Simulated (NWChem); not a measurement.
ethylenediamine (C2H8N2); SMILES NCCN

All runs: NWChem. Pople sets run with spherical d functions. Each level has its own optimisation; frequencies are unscaled. One conformer.

| level | r C–N (Å) | r H–N (Å) | r C–C (Å) | highest harmonic frequency (cm⁻¹) | lowest (cm⁻¹) | zero-point energy (kcal/mol) | dipole (D) |
|---|---|---|---|---|---|---|---|
| Hartree-Fock/STO-3G | 1.488 | 1.033 | 1.546 | 4084 | 123 | 81.6 | 2.39 |
| Hartree-Fock/3-21G | 1.471 | 1.004 | 1.530 | 3774 | 159 | 73.6 | 1.71 |
| Hartree-Fock/6-31G* | 1.454 | 1.002 | 1.522 | 3807 | 156 | 74.8 | 2.07 |
| B3LYP/6-31G* | 1.467 | 1.019 | 1.528 | 3552 | 141 | 69.7 | 2.07 |
| LDA (Slater exchange, VWN5)/def2-SVP | 1.436 | 1.028 | 1.511 | 3517 | 149 | 66.9 | 1.89 |
| PBE/def2-SVP | 1.460 | 1.028 | 1.530 | 3487 | 141 | 67.2 | 1.91 |
| BLYP/def2-SVP | 1.472 | 1.030 | 1.539 | 3435 | 140 | 66.8 | 1.88 |
| PBE0/def2-SVP | 1.448 | 1.018 | 1.520 | 3627 | 147 | 69.7 | 1.94 |
